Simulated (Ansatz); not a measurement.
The cluster Be2Br2⁺. Total charge 1; doublet. Geometry PBE-D4/def2-TZVP; atoms count from 1.

```xyz
4

Be    0.205    0.320    1.203
Be   -0.202   -0.299   -1.208
Br   -0.499   -0.780   -3.026
Br    0.496    0.760    3.031
```

Another isomer (doublet) lies 0.68 eV lower at PBE0-D4/def2-TZVP; other spin states weren't run for this one.

**Question.** Estimate the Mulliken populations from the PBE0/def2-TZVP orbitals of Ansatz.

**Answer.** 
```
atom  charge (e)  spin (α − β)
 Be1        0.32          0.49
 Be2        0.31          0.49
 Br3        0.19          0.01
 Br4        0.18          0.01
```
Mulliken values depend strongly on the basis.

**Question.** Where does the spin sit?

**Answer.** Summed by element: Be 0.97, Br 0.03, of 1 unpaired in all. Largest on single atoms: Be1 0.49, Be2 0.49, Br4 0.01.

**Question.** And the Mayer bond orders between heavy atoms (over 0.3)?

**Answer.** Be1–Be2 0.38 (2.52 Å); Be1–Br4 1.73 (1.90 Å); Be2–Br3 1.73 (1.90 Å).
